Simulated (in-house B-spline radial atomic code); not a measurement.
# RPA and G0W0 on LC-wPBE: Ag⁻

Configuration [Kr] 4d10 5s2, mean-field start LC-wPBE. Computed with an all-electron radial atomic-structure program (B-spline basis): all electrons, non-relativistic, point nucleus, each spin shell either full or empty, empty states to l = 9 with an (l + 1/2)⁻⁴ tail; G0W0 by contour deformation at full frequency.

The anion's configuration is assumed.

Without relativity these are model numbers: it shifts the levels of so heavy an element strongly and can reorder them.

Command:
```bash
python run_gw.py task.json out
```
Settings (radii: box in bohr, nucleus in fm):
```
Z                        47
electrons                48
configuration            [Kr] 4d10 5s2
hamiltonian              nr
method                   lc_wpbe
lmax                     9
spin_polarised           False
box_radius               60
intervals                58
ion_configuration        [Kr] 4d10 5s1
```

Cost of the run: 5.3 s on 1 thread of AMD EPYC 9R14 (shared host).

Energies (hartree):

```
                                     term        value
                         mean-field total  -5199.53098
Hartree-Fock functional on these orbitals  -5197.66678
                      direct second order      -4.0371
                    second-order exchange       1.1117
                         SOSEX correction       1.0273
```

Question: What is the RPA correlation energy, and what remains with SOSEX?

Answer: RPA gives -3.5123 hartree (-1.99 eV per electron); RPA + SOSEX gives -2.485, and the second-order doubles -2.9254 hartree (no singles). SOSEX takes back 29 % of the RPA value.

Quasi-particle levels (eV):

```tsv
level	occupied	mean field	Σx - vxc	Σc	QP weight	G0W0
5s	yes	-1.036	0.77	?	?	?
```

G0W0 = mean field + (Σx - vxc) + Σc, with Σc (partial-wave tail included) taken at the quasi-particle energy. Only the outer levels were computed. Levels of low weight are left out.

Question: Where does G0W0 put 5s?

Answer: At -1.188 eV, with Σc = -0.92 eV and a quasi-particle weight of 0.896. The tabulated removal energy is 1.302 eV (electron affinity of the neutral atom); the calculation leaves out relativity, Breit and QED terms, and what these don't explain is the method's own error.

Question: What does it cost to remove one electron (to [Kr] 4d10 5s1) by differences of total energies, each species on its own start (correlation terms add to the Hartree-Fock functional)?

Answer: LC-wPBE 0.626 eV, Hartree-Fock functional -0.069 eV, + RPA 0.915 eV, + RPA + SOSEX 0.711 eV, + second order 1.241 eV. Tabulated: 1.302 eV (electron affinity of the neutral atom); the calculation leaves out relativity, Breit and QED terms, and what these don't explain is the method's own error.
